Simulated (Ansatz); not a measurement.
Potential energy curve for GeLi (anion, charge -1), lowest triplet found (which spin is the ground state isn't settled by this scan).

Levels of theory: ROHF/aug-cc-pVDZ (Ansatz, a quantum-chemistry and plane-wave program); ROMP2 = MP2 on ROHF/aug-cc-pVDZ, cores with 3d frozen in Ansatz; ROCCSD(T) = Ansatz with CCSD(T) on ROHF/aug-cc-pVDZ, cores with 3d frozen.

Total energies in hartree (comparable only within one method and basis):

```tsv
R / Å	ROHF	ROMP2	ROCCSD(T)
1.78	-2082.67160	-2082.75625	-2082.77979
1.95	-2082.70665	-2082.79683	-2082.83037
2.04	-2082.72128	-2082.81146	-2082.84441
2.17	-2082.73566	-2082.82599	-2082.85834
2.26	-2082.74209	-2082.83258	-2082.86469
2.34	-2082.74601	-2082.83660	-2082.86863
2.41	-2082.74834	-2082.83896	-2082.87102
2.51	-2082.75032	-2082.84084	-2082.87309
2.57	-2082.75092	-2082.84128	-2082.87374
2.67	-2082.75119	-2082.84113	-2082.87404
2.80	-2082.75060	-2082.83971	-2082.87338
2.97	-2082.74890	-2082.83653	-2082.87137
3.15	-2082.74654	-2082.83232	-2082.86847
3.37	-2082.74342	-2082.82678	-2082.86447
3.64	-2082.73968	-2082.82013	-2082.85950
3.96	-2082.73569	-2082.81299	-2082.85406
4.40	-2082.73117	-2082.80478	-2082.84779
4.90	-2082.72729	-2082.79760	-2082.84245
5.47	-2082.72415	-2082.79166	-2082.83831
6.18	-2082.72159	-2082.78668	-2082.83518
```

Where the anion isn't bound against loss of the electron, the finite basis alone holds it. The T1 diagnostic of CCSD on the restricted reference of ROMP2, ROCCSD(T) exceeds 0.045 at 1.78 to 6.18 Å.
